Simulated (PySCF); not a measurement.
Species: hexafluorocyclopropane, C3F6.
InChI=1S/C3F6/c4-1(5)2(6,7)3(1,8)9

The closed-shell ground state was solved at several levels (PySCF, density fitting, gas phase, non-relativistic). Isolated species at its PBE0-D3(BJ)/def2-SVP geometry, gas phase. The dipole stays under 0.02 D at every level.

| level | basis functions | total energy (Eh) | HOMO (eV) | LUMO (eV) | gap (eV) |
| --- | --- | --- | --- | --- | --- |
| B3LYP/pcJ-1 | 243 | -713.2781 | -9.21 | -0.29 | 8.92 |
| PBE0/pcSseg-1 | 153 | -712.5420 | -9.45 | -0.08 | 9.37 |
| PBE0/def2-SVPD | 198 | -712.1024 | -9.64 | -0.46 | 9.18 |

(1) Estimate the row for B97-2/pcSseg-2, a basis of 324 functions; the other rows only guide the guess.

(2) Over all these levels, which gives the widest orbital gap and which the narrowest?

## Answers

(1) Total energy -713.3675 Eh, HOMO -9.19 eV, LUMO -0.38 eV, gap 8.81 eV.

(2) PBE0/pcSseg-1 (global hybrid, 25 % exact exchange) has the widest, 9.37 eV, and B97-2/pcSseg-2 (global hybrid, 21 % exact exchange) the narrowest, 8.81 eV. Functional and basis both differ between the two, so the spread mixes both effects.
